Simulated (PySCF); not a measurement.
Two-component Hartree-Fock for Ni+ (nickel, charge +1)

Start: [Ar] 3d9; 3d3/2 filled at m_j = -3/2, -1/2, +1/2, +3/2; 3d5/2 filled at m_j = -3/2, -1/2, +1/2, +3/2, +5/2. Calculated with PySCF 2.14 in x2c-QZVPPall-2c (11s9p6d4f2g, 114 functions): generalised Hartree-Fock with the X2C-1e Hamiltonian and a Gaussian nucleus; one run each with spin-orbit coupling (SO) switched off, then screened by Boettger's factors.

| spinor shell | electrons | ε, spin-free (eV) | ε, screened SO (eV) | weight of nominal j (screened SO) | rms radius, screened SO (bohr) |
| --- | --- | --- | --- | --- | --- |
| 1s1/2 | 2 | -8405.4 | -8405.2 | 1.000 | 0.0624 |
| 2s1/2 | 2 | -1052.8 | -1052.8 | 1.000 | 0.265 |
| 2p1/2 | 2 | -902.12 | -914.40 | 0.999 | 0.236 |
| 2p3/2 | 4 | -902.12 | -896.11 | 1.000 | 0.239 |
| 3s1/2 | 2 | -138.37 | -138.35 | 1.000 | 0.801 |
| 3p1/2 | 2 | -92.631 | -95.246 | 0.943 | 0.850 |
| 3p3/2 | 4 | -92.631 | -91.333 | 0.971 | 0.860 |
| 3d3/2 | 4 | -20.797 | -21.378 | 0.800 | 1.19 |
| 3d5/2 | 5 | -20.797 | -20.338 | 0.840 | 1.21 |

```csv
quantity,spin-free,screened SO
E (hartree),-1518.81308,-1518.84939
M_J,5/2,5/2
⟨J²⟩,8.762,8.762
⟨L²⟩,6.009,6.011
⟨S²⟩,0.753,0.754
```

Each row is a mean over spinors that exchange with the open shell spreads, by up to 6.792 eV (3p3/2).

Rows whose weight is well below 1 are mixtures of j = l ± 1/2: exchange outweighs spin-orbit coupling there, and the label is only the starting occupation.

Without spin-orbit coupling the j labels of p, d and f shells carry no meaning; the spin-free column gives the mean over the occupied spinors of each nl shell.
